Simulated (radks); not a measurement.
Values are calculated unless marked as measured or tabulated.
Species: Sr+. Configuration: [Kr] 5p1 (not the ground configuration). Level of theory: Dirac Kohn-Sham, PBE, spin-unpolarised, spherical densities, finite nucleus; open shells fill j = l - 1/2 first; Fermi nuclear charge, rms radius 4.224 fm (a radial shooting solver on a logarithmic mesh with Libxc functionals). Some entries of the table are withheld. Estimate them.

orbital  occ.  eigenvalue (eV)  <1/r> (bohr^-1)
1s1/2       2        -15938.26              (1)
2s1/2       2        -2164.407            8.780
2p1/2       2        -1970.400            8.751
2p3/2       4        -1901.992            8.411
3s1/2       2        -341.2375            2.934
3p1/2       2        -270.7831              (2)
3p3/2       4        -260.2953              (3)
3d3/2       4              (4)            2.520
3d5/2       6              (5)            2.499
4s1/2       2         -48.4014           0.9939
4p1/2       2              (6)           0.8674
4p3/2       4              (7)           0.8465
5p1/2       1              (8)           0.2634
5p3/2       0              (9)           0.2593

Answer. 
(1) 1s1/2 <1/r> (bohr^-1): 39.00
(2) 3p1/2 <1/r> (bohr^-1): 2.825
(3) 3p3/2 <1/r> (bohr^-1): 2.743
(4) 3d3/2 eigenvalue (eV): -136.6659
(5) 3d5/2 eigenvalue (eV): -134.8356
(6) 4p1/2 eigenvalue (eV): -31.0547
(7) 4p3/2 eigenvalue (eV): -29.8814
(8) 5p1/2 eigenvalue (eV): -6.0940
(9) 5p3/2 eigenvalue (eV): -5.9859
